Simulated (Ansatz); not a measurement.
BH$_{6}$O$_{3}$P, 11 atoms. The species carries charge 0 and has multiplicity 1. The bonds changed during the relaxation, so this is another structure than the one it started from. All runs use 4 threads of an Arm Neoverse V1 on a shared host. Correlated methods freeze the cores.

(1) Give the basis size and wall time and peak host memory of each of these runs in Ansatz. RKS PBE0-D4/def2-SVP energy; RKS PBE0-D4/def2-TZVP frequencies; RKS ωB97M-V/def2-SVP energy; RHF-CCSD(T)/def2-TZVPP energy; direct RPA on PBE orbitals/def2-TZVPP energy; RKS ωB97X-V/def2-TZVPP energy; RKS PBE-D4/def2-TZVPP energy and forces; RHF-CCSD(T)/def2-SVP energy; RKS PBE0-D4/def2-TZVP relaxation (35 steps); RKS ωB97M-V/def2-QZVPP energy; RKS revPBE-D4/def2-TZVPP energy; RHF-MP2/def2-QZVPP energy. (Estimate.)

Answers

(1) The calculation gave: Other jobs shared the machine, so times are rough.

```tsv
level	job	functions	wall time	peak host memory (GiB)
RKS PBE0-D4/def2-SVP	energy	104	0.9 s	0.22
RKS revPBE-D4/def2-TZVPP	energy	250	1.8 s	0.29
RKS PBE-D4/def2-TZVPP	energy and forces	250	2.2 s	0.29
RKS ωB97M-V/def2-SVP	energy	104	3.2 s	0.3
RHF-CCSD(T)/def2-SVP	energy	104	5.5 s	0.47
RKS ωB97X-V/def2-TZVPP	energy	250	7 s	0.67
direct RPA on PBE orbitals/def2-TZVPP	energy	250	7 s	0.58
RKS ωB97M-V/def2-QZVPP	energy	478	17 s	1.8
RHF-MP2/def2-QZVPP	energy	478	19 s	2.5
RKS PBE0-D4/def2-TZVP	relaxation (35 steps)	197	93 s	0.48
RKS PBE0-D4/def2-TZVP	frequencies	197	2.2 min	0.45
RHF-CCSD(T)/def2-TZVPP	energy	250	2.8 min	5.5
```
